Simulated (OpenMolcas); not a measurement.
What dynamic correlation does to the levels of Sb4+

```yaml
Program: OpenMolcas
Basis: ANO-RCC-VDZ [6s5p2d]
Scalar_Hamiltonian: X2C, point nucleus
Active_space: 1 electron in 8 orbitals (5s 5p 6s 6p)
State_averaging: 2S+1 = 2 even, 1 root; 2S+1 = 2 odd, 3 roots
Spin-orbit_coupling: RASSI with atomic mean-field integrals over the reference wave functions, term energies averaged over their components
```

Methods on the same reference wave functions:
A. CASSCF
B. SS-CASPT2, IPEA 0.25 Eh, imaginary shift 0.1 Eh (closed shells correlated: 4d)

Energies in cm-1 above 5s 2S 1/2, the measured ground level; measured values from Moore, Atomic Energy Levels, vol. III, NSRDS-NBS 35 (1971 reprint of NBS Circular 467, 1958).

```json
{"Level": "5s 2S 1/2", "A": "0.0", "B": "0.0", "Measured": "0.0"}
{"Level": "5p 2P* 1/2", "A": "81774", "B": "81916", "Measured": "81566"}
{"Level": "5p 2P* 3/2", "A": "89433", "B": "89575", "Measured": "90553"}
```

Deviations, from unrounded energies. A percentage is the sum of absolute deviations over the sum of measured energies, with the sign that they share, or ± where signs differ.

| Against measurement | Levels | A | B |
| --- | --- | --- | --- |
| mean absolute deviation (cm-1) | 2 | 660 | 660 |
| other configurations (%) | 2 | ±0.8 | ±0.8 |

A, B lie about equally close to measurement. The largest miss of A in the table is 5p 2P* 3/2, by -1100 cm-1. The ranking rests on the paired levels alone, and a cruder setting can come out closer through cancelling errors.

The lowest spin-free term lies below A's lowest term by 0.004 hartree in B.

With one active electron outside closed inactive shells, the extra shells (6p 6s) add no correlation to the reference. The basis is small and was not contracted for so high a charge. With one active electron the reference holds no correlation, so core polarisation is missing (holds for A). With one active electron, CASPT2 adds the correlation within the correlated inactive shells and between them and that electron, and leaves the splitting within a term as the reference gives it (holds for B). Computed and measured levels are paired by configuration, term and J; levels that our copy of the source lacks, or whose pairing is in doubt (as where it misses far off the trend of its configuration), stay unpaired and out of the deviations. Levels of configurations outside the active space are missing.

* marks odd parity.
